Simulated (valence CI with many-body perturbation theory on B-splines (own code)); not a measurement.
Values are calculated unless marked as measured or tabulated.
## Er XLVII: input, log and results

The program does CI of the valence electrons with many-body perturbation theory for a frozen closed Dirac-Fock core.

Command, and the settings that its task file holds:

```sh
python run_cv.py task.json out
```

```
atom Er  Z=68  mass_number=166  rms_radius_fm=5.2516
core [Ar]
valence 4d4
avg = 1
basis = S
breit = 1
cap = 10000
capref = 1200
cscale = 1
de = 0.0
dress = 0
eps = 2e-08
extrap = 1
h = 0.27
hh = 1
l2 = 3
lcore = 6
maxit = 60
n2 = 5
natural = 1
nlev = 20
nno = [3, 3, 3, 3, 1]
nroot = 26
nsp = [3, 3, 2, 2, 0]
pt2 = 1
qed = 1
rpa = 1
s1 = 1
s2 = 1
s3 = 1
screen = 1
tol = 2e-05
whole = 1
```

Q: What became of the run, and why?

A: It gave no result: the start configuration must fill the lowest shells above the core. The program said: "4d is not the lowest shell of its kind above the core".
